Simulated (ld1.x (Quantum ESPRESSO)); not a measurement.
An all-electron radial function and its pseudo partner (Ge (Z = 32))

Columns: radius, all-electron u(r) and pseudo u(r) of the 4s shell (level -11.74 eV) of germanium in the configuration [Ar] 3d10 4s2 4p2; PBEsol, scalar-relativistic, PAW scheme, ld1.x (Quantum ESPRESSO) 7.5.

```
r (bohr)  all-electron   pseudo
   0.100       -0.1566  -0.0266
   0.200       -0.1342  -0.0553
   0.300        0.1385  -0.0878
   0.400        0.3170  -0.1257
   0.500        0.3410  -0.1698
   0.600        0.2543  -0.2205
   0.700        0.1105  -0.2772
   0.800       -0.0515  -0.3390
   0.900       -0.2086  -0.4040
   1.000       -0.3490  -0.4701
   1.100       -0.4674  -0.5346
   1.200       -0.5628  -0.5950
   1.300       -0.6363  -0.6486
   1.400       -0.6901  -0.6932
   1.500       -0.7265  -0.7268
   1.600       -0.7483  -0.7483
   1.700       -0.7577  -0.7577
   1.800       -0.7569  -0.7569
   1.900       -0.7478  -0.7478
   2.000       -0.7322  -0.7322
   2.100       -0.7115  -0.7115
   2.200       -0.6870  -0.6870
   2.300       -0.6596  -0.6596
   2.400       -0.6303  -0.6303
   2.500       -0.5998  -0.5998
   2.600       -0.5687  -0.5687
```

(1) How many radial nodes do the two functions have?

(2) At about which radius was the pseudo-wave matched?

(3) Is the pseudo-wave norm-conserving?

Results:

(1) The all-electron 4s function has n − l − 1 = 3 (the table is too coarse to show those close to the nucleus); the pseudo-wave has 0, since the states of the same l below it are removed with the core.

(2) 1.60 bohr, where the columns begin to agree (steps of 0.10 bohr).

(3) No, it belongs to a PAW set: the norm inside the radius is not constrained, and the difference is carried by the augmentation charge.
